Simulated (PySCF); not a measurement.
Species: C₂H₈N₂Si₂.
Structure used (PBE0-D3(BJ)/def2-SVP), in Å, numbered top down from 1:
```
atom  x, y, z in Å
C1     0.278    2.945    0.707
C2     0.781    1.864    0.459
Si3    1.537    0.215    0.102
N4     0.729   -1.076    0.933
Si5   -0.875   -1.624    0.536
N6    -1.587   -0.355   -0.383
H7    -0.157    3.904    0.927
H8     1.526    0.025   -1.374
H9     2.944    0.263    0.598
H10    1.152   -1.403    1.796
H11   -1.534   -1.989    1.832
H12   -0.933   -2.822   -0.358
H13   -1.726    0.580   -0.017
H14   -2.138   -0.538   -1.211
```

Linear response at CAM-B3LYP/def2-SVPD (PySCF, frozen core in the response, non-relativistic).

Static isotropic polarisability: 88.94 au (13.18 Å³), principal values 75.8, 87.3, 103.7 au.

Problem. What is the polarisability at 1064 nm and at the sodium D line?

Solution. 89.82 au at 1064 nm (+1.0 %), 91.88 au at 589.3 nm (+3.3 %). The rise at 589.3 nm is 3.37 times that at 1064 nm; a pure ω² law gives 3.26. The lowest singlet lies at 208 nm, shorter than both wavelengths.

Problem. What is the isotropic C6 coefficient between two such molecules, C6 = (3/π)∫α(iω)² dω?

Solution. 2905 au (Eh·bohr⁶) by a ten-point quadrature over imaginary frequencies, which is 1740 eV·Å⁶ or 167 J·nm⁶/mol.

Problem. Which effective excitation energy ω̄ makes London's formula C6 = (3/4)α²ω̄ exact here?

Solution. ω̄ = 4·C6/(3α²) = 0.490 Eh = 13.3 eV. A one-pole form α(ω) = α/(1 − ω²/ω̄²) fitted to the 1064 nm value gives 11.8 eV. London's choice of the ionisation energy (9.42 eV, ΔSCF at the same level) gives C6 = 2050 au, 29 % too low.

Problem. How anisotropic is the static polarisability, by Δα² = ½[(α1 − α2)² + (α2 − α3)² + (α3 − α1)²]?

Solution. Δα = 24.3 au, or 0.27 of the isotropic value.

Problem. What molar refraction at the D line follows from R = (4π/3)·N_A·α′, with α′ the polarisability volume?

Solution. α′ = 13.62 Å³ gives R = 34.35 cm³/mol, for isolated, non-vibrating species.

Problem. How many electrons N does the Slater–Kirkwood formula C6 = (3/4)·√N·α^(3/2) need to give this C6?

Solution. N = (4·C6/3)²/α³ = 21.3; the species has 62 electrons in all.

One conformer stands for the species.
